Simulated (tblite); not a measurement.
**Question.** What does the GFN2-xTB structure of `CC#C[C@@H](C)[N]C=O` [radical] look like in three dimensions? (Doublet state.)

**Answer.** 
```xyz
16
C6H8NO angstrom
C     -3.2777   -0.4981    0.5241
C     -1.8860   -0.2629    0.2300
C     -0.7337   -0.0426   -0.0350
C      0.6578    0.2108   -0.3289
C      1.2281    1.3034    0.5960
N      1.4201   -0.9831   -0.3340
C      2.5453   -1.0400   -0.9954
O      2.9174   -0.4501   -1.9973
H     -3.4309   -1.5463    0.7781
H     -3.8852   -0.2562   -0.3478
H     -3.5937    0.1232    1.3615
H      0.7491    0.6048   -1.3687
H      2.2564    1.5215    0.3177
H      1.2015    0.9521    1.6251
H      0.6314    2.2081    0.5148
H      3.1924   -1.8355   -0.5516
```

Any rigid rotation of these coordinates is as good. Atoms count from 1 in this order. Of the pairs four or more bonds apart, O8···H12 is among the closest relative to their van der Waals radii: 2.49 Å, 92 % of the sum of Bondi's values. C7 (carbon bonded to N, O and H) is planar (angles 131.1°, 119.6° and 109.2°, sum 359.8°, 0.03 Å off the plane of its three neighbours). The C–N distances run from 1.306 Å (N6–C7, drawn single in one of several resonance forms) to 1.416 Å (C4–N6, drawn single), a spread of 0.110 Å. The C–C distances run from 1.203 Å (C2≡C3, drawn triple) to 1.541 Å (C4–C5, drawn single), a spread of 0.338 Å.

Bonds between heavy atoms (Å): C1–C2 1.442, C2≡C3 1.203, C3–C4 1.445, C4–C5 1.541, C4–N6 1.416, N6–C7 1.306, C7=O8 1.221.

Structure optimised with GFN2-xTB, isolated species. This method treats the open shell by occupation alone, without spin polarisation.

Point group: C1 (no symmetry element, even within 0.4 Å). Its lowest GFN2-xTB frequency is 13i cm⁻¹, too small to tell a flat minimum from a shallow saddle. Torsions: C3–C4–N6–C7 157°, C4–N6–C7–O8 -29°. 2 starts were optimised and ended at 0.00 and 0.58 kcal/mol (GFN2-xTB); the lowest of these is shown.

One conformer stands for the species.

All values are computed, not measured.
